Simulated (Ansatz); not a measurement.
Start from `N#CC[BH][GaH2]` and change one atom or group to get `N#C[CH2][AlH2]`.

Ansatz, PBE0-D4/def2-TZVP geometries, multiplicity 1. Each molecule was computed in one conformer, which needn't be the lowest.

Scalar relativity is left out up to krypton.

```tsv
property	`N#CC[BH][GaH2]`
ideal-gas entropy at 298 K and 1 bar (rigid rotor, harmonic PBE0-D4/def2-TZVP) / J/(mol·K)	360
HOMO–LUMO gap (PBE/def2-TZVPP) / eV	3.33
size of the dipole moment (PBE/def2-TZVPP) / D	3.98
size of the dipole moment (B3LYP/def2-TZVPP) / D	4.14
LUMO energy (ωB97M-V/def2-TZVPP) / eV	-0.36
HOMO energy (PBE0/def2-TZVPP) / eV	-7.78
```

(1) Give the same properties after the change, and the shifts. (Best estimate.)

Results:

(1) Ansatz gave: 
```
                                                                                  property  `N#C[CH2][AlH2]`  shift
ideal-gas entropy at 298 K and 1 bar (rigid rotor, harmonic PBE0-D4/def2-TZVP) / J/(mol·K)               317    -43
                                                       HOMO–LUMO gap (PBE/def2-TZVPP) / eV              4.50   1.17
                                            size of the dipole moment (PBE/def2-TZVPP) / D              4.01   0.03
                                          size of the dipole moment (B3LYP/def2-TZVPP) / D              4.11  -0.03
                                                     LUMO energy (ωB97M-V/def2-TZVPP) / eV             -0.18   0.18
                                                        HOMO energy (PBE0/def2-TZVPP) / eV             -8.32  -0.54
```

With PBE0 the HOMO falls by 0.54 eV and the LUMO rises by 0.52 eV, so the gap widens by about 1.06 eV. PBE moves the HOMO by -0.49 eV and ωB97M-V by -0.57 eV. The zero-point energy changes by -32.3 kJ/mol with -6 modes. Dipoles are sizes alone; their direction can turn. Modes under 60 cm⁻¹, often nearly free rotors, make the harmonic entropy too high.

B3LYP here is the variant with VWN-RPA as its local correlation; programs differ in this.
